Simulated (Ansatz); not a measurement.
Species: [Mo(F)5(NH2)] (charge 0, multiplicity 1), formula H2F5MoN.

### Question
How many basis functions does frozen-core CCSD(T)/def2-TZVPP // BP86-D3(BJ)/def2-SVP in Ansatz (a first-principles code) use, how many core orbitals are frozen, and how many electrons are correlated?

### Answer
270 basis functions and 6 frozen orbitals, which leaves 56 correlated electrons. Core time is of the order of minutes.
